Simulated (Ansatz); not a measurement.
`NBO[SiH2]F` and `N=COBN` differ in one atom or group.

Ansatz, PBE0-D4/def2-TZVP geometries, multiplicity 1. Each molecule was computed in one conformer, which needn't be the lowest.

```tsv
property	`NBO[SiH2]F`
LUMO energy (ωB97M-V/def2-TZVPP) / eV	2.27
size of the dipole moment (PBE/def2-TZVPP) / D	2.27
HOMO energy (PBE0/def2-TZVPP) / eV	-8.27
HOMO energy (PBE/def2-TZVPP) / eV	-6.86
HOMO–LUMO gap (PBE/def2-TZVPP) / eV	6.71
LUMO energy (PBE/def2-TZVPP) / eV	-0.16
```

(1) What does the change do to each property? (Estimate.)

## Answers

(1) Computed: 
| property | `N=COBN` | shift |
| --- | --- | --- |
| LUMO energy (ωB97M-V/def2-TZVPP) / eV | 2.09 | -0.18 |
| size of the dipole moment (PBE/def2-TZVPP) / D | 1.22 | -1.05 |
| HOMO energy (PBE0/def2-TZVPP) / eV | -7.99 | 0.28 |
| HOMO energy (PBE/def2-TZVPP) / eV | -6.64 | 0.22 |
| HOMO–LUMO gap (PBE/def2-TZVPP) / eV | 5.47 | -1.24 |
| LUMO energy (PBE/def2-TZVPP) / eV | -1.17 | -1.01 |

With PBE0 the HOMO rises by 0.28 eV and the LUMO falls by 0.85 eV, so the gap narrows by about 1.13 eV. PBE moves the HOMO by 0.22 eV and ωB97M-V by 0.34 eV. Dipoles are sizes alone; their direction can turn.
